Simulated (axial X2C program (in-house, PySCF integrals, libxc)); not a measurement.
**PtC: from the spin-free to the two-component result**

Calculated with an axial X2C code built on PySCF integrals. Spin-free means the one-electron spin-free X2C Hamiltonian; two-component (2c) means X2C with spin–orbit coupling and atomic mean-field two-electron Coulomb and Gaunt terms, so the difference of the two also holds small scalar two-electron terms. Basis: Pt dyall-cv3z [13s14p9d6f4g], C dyall-v3z [7s6p2d1f] (cores contracted in-house); Gaussian nuclei, density fitting, unrestricted open shells. Masses: Pt 194.965 u, C 12.000 u.

Spin-free state: M_S = 0, Λ = 0 (closed shell); fragments Pt + C.

| level | Re (Å) | ωe (cm⁻¹) | De (eV) | μ (D) |
| --- | --- | --- | --- | --- |
| PBE0 | 1.660 | 1109.5 | 6.174 | -1.28 |
| r2SCAN0 | 1.654 | 1125.3 | 5.806 | -1.35 |

Dipoles are positive if C is the positive end.

Two-component determinant lowest at the distance of the search:

Ω = 0 (closed shell); fragments Pt + C.

| level | Re (Å) | ωe (cm⁻¹) | De (eV) | μ (D) |
| --- | --- | --- | --- | --- |
| PBE0 | 1.663 | 1093.6 | 5.912 | -1.36 |
| r2SCAN0 | 1.656 | 1112.0 | n/a | -1.41 |

**Question.** From the two tables, how do the constants change at the PBE0 level (2c against spin-free)?

**Answer.** At the PBE0 level Re rises by 0.003 Å and ωe falls by 15.9 cm⁻¹; De is not compared, since the atomic limits differ or miss part of their spin–orbit lowering.

Occupations by symmetry block were frozen at the best pattern of an incomplete PBE0 search. Closed shells are restricted here (equal orbitals for both partners); the stretched side of such a curve lies too high. Dissociation energies refer to the lowest single-determinant-based atoms at the same level and basis. De is not given where an atomic determinant may have missed its ground term or J level, or where the truncated virtual space spoils (T). A 2c atom that is not at its ground J level misses part of its spin–orbit lowering, and De is too large by that part (0.04 eV or less for light atoms). This holds for PBE0. Without a current term, density functionals place determinants with orbital angular momentum somewhat too high.
